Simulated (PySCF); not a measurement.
TDDFT excited states: C6H8S

Compound: C₆H₈S.
Geometry (GFN2-xTB, Å), atoms numbered from 1 in this order:
```xyz
15
C6H8S angstrom
C     -1.7992    1.9376   -0.4080
C     -1.0273    1.0606   -0.1457
C     -0.0949    0.0211    0.1752
C      1.3316    0.4877    0.3354
S      2.0297    1.1691   -1.2169
C     -0.3412   -1.3539   -0.3952
C     -0.5802   -1.1030    1.0596
H     -2.4776    2.7035   -0.6379
H      1.9747   -0.3300    0.6631
H      1.3985    1.3086    1.0501
H      1.7444    0.1090   -1.9708
H     -1.1963   -1.4899   -1.0398
H      0.5202   -1.9419   -0.6784
H      0.1129   -1.5149    1.7775
H     -1.5997   -1.0556    1.4100
```

Computed, not measured: TDDFT PBE0/def2-SVPD, vertical, gas phase, core orbitals frozen in the response (PySCF 2.14.0, density-fitted response routines).

Question: List the vertical singlet excitations with oscillator strengths and describe the spectrum.

Answer: 

```
state  E (eV)  λ (nm)       f  |μ| (D)   main configurations (H = HOMO, L = LUMO)
   S1    5.60   221.6  0.0033     0.39                      H→L (83%), H→L+4 (8%)
   S2    6.11   203.1   0.031     1.16                                H→L+1 (89%)
   S3    6.37   194.8  0.0003     0.12    H-1→L+2 (58%), H-1→L (9%), H-1→L+4 (9%)
   S4    6.70   185.0  0.0067     0.51      H→L+2 (26%), H-1→L (22%), H→L+3 (21%)
   S5    6.75   183.7   0.026     1.01     H-1→L (60%), H→L+2 (18%), H-1→L+2 (9%)
   S6    6.78   183.0   0.011     0.64  H→L+2 (40%), H-1→L+3 (17%), H-2→L+2 (12%)
```

Triplets (Tamm–Dancoff): T1 5.12 eV, H→L (70%), H→L+4 (12%), H→L+1 (9%); T2 5.30 eV, H-1→L+3 (45%), H-2→L+2 (20%).

The lowest singlet comes at 222 nm (540 kJ/mol) in the ultraviolet; it is very weak; its leading configuration is HOMO→LUMO (83%). The most intense listed level is S2 at 6.11 eV (203 nm, f = 0.031), 0.51 eV above S1. Löwdin shares by element: HOMO sulfur 76%, carbon 10% or more, hydrogen 6% or more; LUMO sulfur 40%, carbon 15% or more, hydrogen 12% or more (atoms not listed hold the other 33%). Weighted by f, the mean energy of these states is 6.44 eV. The listed states span 1.18 eV, and the widest gap between neighbours is 0.51 eV (S1 to S2). The oscillator strengths of these states sum to 0.079; summed over the whole spectrum of an exact calculation they would give the number of electrons, 60 (Thomas–Reiche–Kuhn). Singlets were solved by full linear response, triplets in the Tamm–Dancoff approximation.

One conformer stands for the species.
